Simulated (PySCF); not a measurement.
These compounds are isomers of formula C2H12O2Si4.

A. `C[Si]([SiH3])([SiH3])[SiH2]OC=O`
B. `C1[Si@@H](O[SiH3])OC[SiH2][SiH2]1`
C. SMILES CC(=O)O[Si@H]([SiH3])[SiH2][SiH3]

Spectrum 1. ¹³C{¹H} NMR (computed): δ 165.1 (CH), -7.7 (CH3).

Spectrum 2. ¹³C{¹H} NMR (computed): δ 180.8 (C), 24.5 (CH3).

Spectrum 3. ¹³C{¹H} NMR (computed): δ 53.9 (CH2), -7.7 (CH2).

- GFN2-xTB structure
- shieldings: GIAO PBE0/pcSseg-1
- run in PySCF 2.14.0 with density-fitted response routines
- gas phase, one conformer, fast rotation and ring inversion assumed for equivalent nuclei, no relativistic terms

Shifts are taken against calculated references (same method and geometry level): TMS for ¹³C. Shifts are as computed. Against solution values, carbons near 30 ppm lie about +3 ppm off and those near 130 ppm about +5 ppm. Of 1211 compounds with measured shifts, 218 miss one by over three times the rms of a fit or turn the order of signals round; such compounds aren't used in these exercises.

Match each spectrum to its structure.

## Answers

1–A, 2–C, 3–B.

- Spectrum 1 (A): 2 ¹³C signals; δC -7.7 is a methyl carbon bonded to Si; δC 165.1 is a carbonyl carbon.
- Spectrum 2 (C): 2 ¹³C signals; δC 24.5 is a methyl carbon α to a carbonyl; δC 180.8 is a carbonyl carbon.
- Spectrum 3 (B): 2 ¹³C signals; δC 53.9 is an sp3 CH2 bonded to O and Si; δC -7.7 is an sp3 CH2 bonded to 2 Si.
